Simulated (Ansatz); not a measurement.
Ansatz (a first-principles code) input (RI-MP2/def2-QZVPPD):
A basis named .json is the Basis Set Exchange file of that set.

Ansatz 0.2 input:
```yaml
crystal:
  periodic: [false, false, false]
  atoms:
    - {symbol: Li, position_ang: [-0.00000000, -0.00000000, -2.26434073]}
    - {symbol: I, position_ang: [0.00000000, 0.00000000, 0.12817023]}
basis:
  gaussian:
    orbitals: def2-QZVPPD.json
    fitting: {mean_field: def2-universal-jkfit, correlation: def2-QZVPPD-RIFIT.json}
total_charge: 1
magnetization: {spin_polarized: true, initial_magnetization: 1}
correlation: {method: mp2, electrons: outside_noble_gas}
```

Output:

```
Functional definition: HF
integrals: 0.05 GiB planned
269 factors; integrals over basis functions are off by at most 2.9e0 eV
393 factors; integrals over basis functions are off by at most 1.6e0 eV
mean field: 0.22 GiB planned
mean field evaluation 1: about -8269.3234 eV, gradient 1.1e1 eV
mean field evaluation 2: about -8269.8224 eV, gradient 5.1e0 eV
mean field evaluation 4: about -8269.8857 eV, gradient 2.8e-1 eV
mean field evaluation 8: about -8269.8828 eV, gradient 5.6e-1 eV
mean field evaluation 16: about -8269.1569 eV, gradient 8.3e-1 eV
mean field evaluation 32: about -8269.0942 eV, gradient 1.8e-6 eV
mean field -8269.88669008 eV, -303.9127303300 hartree, gradient 1.4e-6 eV, S^2 0.761058; 9 other end points of the search recorded, 0 dependent functions left out
10 core orbitals not correlated
reference -8269.88669008 eV, -303.9127303300 hartree; 4, 3 occupied and 112, 113 virtual orbitals, 393 factors
second order -3.55887489 eV of doubles, -0.00000000 eV of singles
Total energy: -8273.44556498 eV, -304.0435165701 hartree
```

This state (charge 1, doublet) is run at the relaxed geometry of the species with charge 0 and multiplicity 1.
